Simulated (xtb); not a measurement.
C$_{4}$H$_{13}$N$_{2}$Si (SMILES CN(C)[SiH]N(C)C), doublet, at a GFN2-xTB geometry; GFN2-xTB with GBSA(methanol) run with xtb.

Input for xtb:
```
$ xtb mol.xyz --gfn 2 --uhf 1 --gbsa methanol --json

# file mol.xyz
20

C      1.59635121    -0.89628006     1.04901314
N      1.34955421    -0.21168926    -0.19897935
C      2.54469526    -0.06820729    -0.98585908
Si     0.04597325     0.90647050    -0.35287798
N     -1.37043076     0.07770352     0.20335648
C     -1.65611403    -1.28140315    -0.17097325
C     -2.55023071     0.81235882     0.55666985
H      0.66868391    -0.98502044     1.60735906
H      1.99021701    -1.89896573     0.85253814
H      2.32892833    -0.35968481     1.66599285
H      2.98035246    -1.05156869    -1.19008411
H      2.30290174     0.41540871    -1.92887673
H      3.30394285     0.53569674    -0.47054551
H      0.12002997     2.10106041     0.50690645
H     -2.36654545    -1.33077274    -1.00652242
H     -0.73643631    -1.77970756    -0.46388048
H     -2.09765971    -1.81662430     0.67684985
H     -3.05249999     0.32921501     1.40095832
H     -3.26414747     0.86310987    -0.27614069
H     -2.28346759     1.82635675     0.84199313
```

Task: What does xtb print? Leave out banner, timings and long lists.

Result: 
```
   ID    Z sym.   atoms
    1    6 C      1, 3, 6, 7
    2    7 N      2, 5
    3   14 Si     4
    4    1 H      8-20

           -------------------------------------------------
          |                Calculation Setup                |
           -------------------------------------------------

           -------------------------------------------------
          |                 G F N 2 - x T B                 |
           -------------------------------------------------

      * Solvation model:               GBSA
        Solvent                        methanol
        Parameter file                 internal GFN2-xTB/GBSA
        Dielectric constant                3.2700E+01
        Reference state                gsolv [1 M gas/solution]
        Free energy shift                  3.3569E-03 Eh       2.1065E+00 kcal/mol
        Temperature                        2.9815E+02 K
        Density                            7.9200E-01 kg/L
        Solvent mass                       3.2040E+01 g/mol
        Interaction kernel             Still
        Born radius scaling (c1)           1.6087E+00
        Born radii integrator          GBOBC
        Born offset                        5.6550E-04 a0       1.0686E-03 AA
        H-bond correction              true
        Ion screening                  false
        Surface tension                    1.0000E-05 Eh       1.5569E+01 dyn/cm
        Grid points                               230 per atom

          ...................................................
          :                      SETUP                      :
          :.................................................:
          :  # basis functions                  47          :
          :  # atomic orbitals                  46          :
          :  # shells                           28          :
          :  # electrons                        43          :
          :  max. iterations                   250          :
          :  Hamiltonian                  GFN2-xTB          :
          :  restarted?                      false          :
          :  GBSA solvation                   true          :
          :  PC potential                    false          :
          :  electronic temp.          300.0000000     K    :
          :  accuracy                    1.0000000          :
          :  -> integral cutoff          0.2500000E+02      :
          :  -> integral neglect         0.1000000E-07      :
[...]
         :: total energy             -22.749525996881 Eh    ::
[...]
     #   Z sym  total        # sym  WBO       # sym  WBO       # sym  WBO
 ---------------------------------------------------------------------------
     1   6 C    3.988 --     2 N    1.029     8 H    0.989     9 H    0.978
                            10 H    0.978
     2   7 N    3.269 --     4 Si   1.052     3 C    1.044     1 C    1.029
     3   6 C    3.986 --     2 N    1.044    12 H    0.991    11 H    0.978
                            13 H    0.978
     4  14 Si   3.002 --     5 N    1.077     2 N    1.052    14 H    0.867
     5   7 N    3.306 --     4 Si   1.077     7 C    1.048     6 C    1.040
     6   6 C    3.985 --     5 N    1.040    16 H    0.987    17 H    0.976
                            15 H    0.976
     7   6 C    3.986 --     5 N    1.048    20 H    0.993    19 H    0.976
                            18 H    0.975
     8   1 H    0.999 --     1 C    0.989
     9   1 H    0.999 --     1 C    0.978
    10   1 H    1.000 --     1 C    0.978
    11   1 H    0.999 --     3 C    0.978
    12   1 H    0.999 --     3 C    0.991
    13   1 H    1.000 --     3 C    0.978
    14   1 H    0.991 --     4 Si   0.867
    15   1 H    1.000 --     6 C    0.976
    16   1 H    0.998 --     6 C    0.987
    17   1 H    0.999 --     6 C    0.976
    18   1 H    0.999 --     7 C    0.975
    19   1 H    0.999 --     7 C    0.976
    20   1 H    0.999 --     7 C    0.993
 ---------------------------------------------------------------------------

Topologies differ in total number of bonds
Writing topology from bond orders to xtbtopo.mol

molecular dipole:
                 x           y           z       tot (Debye)
 q only:       -0.093       0.203      -0.302
   full:       -0.102      -0.122       0.151       0.558
molecular quadrupole (traceless):
                xx          xy          yy          xz          yz          zz
 q only:       -1.087       0.055       0.703      -0.490      -1.240       0.384
  q+dip:        0.799       0.354      -0.548       0.542       0.746      -0.251
   full:        2.749       0.057      -1.107      -0.025       0.216      -1.642

           -------------------------------------------------
          | TOTAL ENERGY              -22.749525996881 Eh   |
          | GRADIENT NORM               0.002503792853 Eh/α |
          | HOMO-LUMO GAP               3.438949154573 eV   |
           -------------------------------------------------

normal termination of xtb
```
